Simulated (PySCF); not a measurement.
TlI, SMILES [Tl][I]. The structure is a stationary point at B3LYP-D3(BJ)/def2-TZVP. The def2 effective core potentials stand for the cores of I, Tl; spin–orbit coupling is left out.

Method: B3LYP-D3(BJ)/def2-TZVP (PySCF).

Harmonic wavenumbers (cm⁻¹): 142. Rotational constants (GHz): 0.7803 (linear); symmetry number 1.

Problem. Work out the zero-point energy and the ideal-gas rigid-rotor harmonic-oscillator thermochemistry at 298.15 K and 1 atm.

Solution. ZPE = ½ Σ hcν = ½ × 142 cm⁻¹ = 0.20 kcal/mol. H − E(el) = 2.69 kcal/mol. Entropy in cal/(mol K): translation 43.29, rotation 19.84, vibration 2.78, total 65.90. G − E(el) = -16.96 kcal/mol. Cp = 8.87 cal/(mol K). Modes under 150 cm⁻¹ make the vibrational entropy uncertain.
